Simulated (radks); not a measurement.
Task: Numerical settings for neutral indium, [Kr] 4d10 5s2 5p1. All-electron calculation, Dirac Kohn-Sham, PBE, spin-unpolarised, spherical densities, finite nucleus; open shells are shared between the two j in proportion to 2j + 1; Fermi nuclear charge, rms radius 4.6156 fm. Program: a radial shooting solver on a logarithmic mesh with Libxc functionals. The defaults (mesh step 0.008 in ln r, mesh end at 40 bohr or more with all orbitals vanishing there, Anderson mixing 0.5 over 9 steps, residual threshold near 1e-9 with the energy settled to 1e-9 hartree or 1e-11 of itself, here a cap of 85 iterations) give E = -5883.0722 hartree and 5p3/2 at -2.427 eV in 14 iterations. Run on one thread of a shared host, so times are rough (Arm Neoverse V2): 0.12 s of CPU time, 0.12 s wall, 14 iterations on 2437 mesh points. One setting is changed at a time: mesh step in ln r 0.005; mesh step in ln r 0.08; mesh step in ln r 0.12; mesh end (bohr) 12; mesh end (bohr) 8; residual threshold 0.01; residual threshold 1e-16; mixing 1; linear mixing, mixing 0.05; linear mixing, mixing 0.8; mixing history 2; iteration cap 2. Which runs fail to converge, and which converge to a wrong energy?

Result: Not converged within the cap: mesh step in ln r 0.08; mesh step in ln r 0.12; residual threshold 1e-16; linear mixing, mixing 0.05; linear mixing, mixing 0.8; iteration cap 2. Settings that end as converged yet miss the energy by more than 1 mhartree: mesh end (bohr) 8 (+0.0074 hartree).
